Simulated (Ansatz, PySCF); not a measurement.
Energy difference 4 R1 + R2 → 4 P1 + P2, each structure at its B3LYP-D3(BJ)/def2-TZVP stationary point, reached from a drawn start (curvature not checked).
P1, H2 (SMILES [H][H]) (charge 0, multiplicity 1):
```
atom   x (Å)   y (Å)    z (Å)
----  ------  ------  -------
H     0.0000  0.0000   0.3720
H     0.0000  0.0000  -0.3720
```
R1: HF (SMILES F), charge 0, multiplicity 1.
R2, SiH4 (SMILES [SiH4]) (charge 0, multiplicity 1):
```xyz
5

Si     0.00000     0.00000     0.00000
H      0.85468     0.85468     0.85468
H     -0.85468    -0.85468     0.85468
H     -0.85468     0.85468    -0.85468
H      0.85468    -0.85468    -0.85468
```
P2, SiF4 (SMILES F[Si](F)(F)F) (charge 0, multiplicity 1):
```csv
atom,x (Å),y (Å),z (Å)
Si,0.0000,0.0000,0.0000
F,-0.9178,-0.9434,-0.8510
F,0.4637,-0.7514,1.2950
F,-0.8013,1.2860,0.4008
F,1.2554,0.4087,-0.8447
```

P less R. No zero-point or thermal terms.

Frozen-core correlation throughout.

Codes used: Ansatz (a quantum-chemistry and plane-wave program); PySCF for the D3/D4 terms. Each number belongs to the level named beside it.

PBE/def2-TZVPP gives -467.6 kJ/mol for the reaction energy.

**Question.** How do the other levels lie against it? Give each less PBE: PBE-D3(BJ)/def2-TZVPP, r2SCAN/def2-TZVPP, B3LYP/def2-TZVPP, wB97M-V/def2-TZVPP, B2PLYP/def2-TZVPP, MP2/cc-pV(Q+d)Z, CCSD(T)/cc-pV(Q+d)Z.

**Answer.** PBE-D3(BJ)/def2-TZVPP -1.3; r2SCAN/def2-TZVPP -62.7; B3LYP/def2-TZVPP -30.2; wB97M-V/def2-TZVPP -41.1; B2PLYP/def2-TZVPP -42.0; MP2/cc-pV(Q+d)Z -63.4; CCSD(T)/cc-pV(Q+d)Z -49.4 kJ/mol. 0 of 7 lie above PBE; the widest gap is to MP2/cc-pV(Q+d)Z.
